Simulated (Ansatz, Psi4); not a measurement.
Here is a job for Ansatz (a quantum-chemistry and plane-wave program).
Ansatz 0.2 input:
```yaml
crystal:
  periodic: [false, false, false]
  atoms:
    - {symbol: La, position_ang: [0.00000000, 0.00000000, 0.00000000]}
basis:
  gaussian:
    orbitals: def2-TZVP
hamiltonian:
  xc: pbe
magnetization: {spin_polarized: true, initial_magnetization: 1}
accuracy: high
```

### Question
Give the equivalent Psi4 input.

### Answer
One answer among several that fit: 
```
memory 2 GB

molecule mol {
0 2
La    0.000000    0.000000    0.000000
}

set {
  basis def2-tzvp
  reference uks
  scf_type pk
  puream true
  d_convergence 1e-8
  dft_radial_points 99
  dft_spherical_points 590
}

energy('pbe')
print_variables()
```

Both were run: Ansatz gave -31.492094 Eh and Psi4 -31.492094 Eh, 0.000 mEh apart.
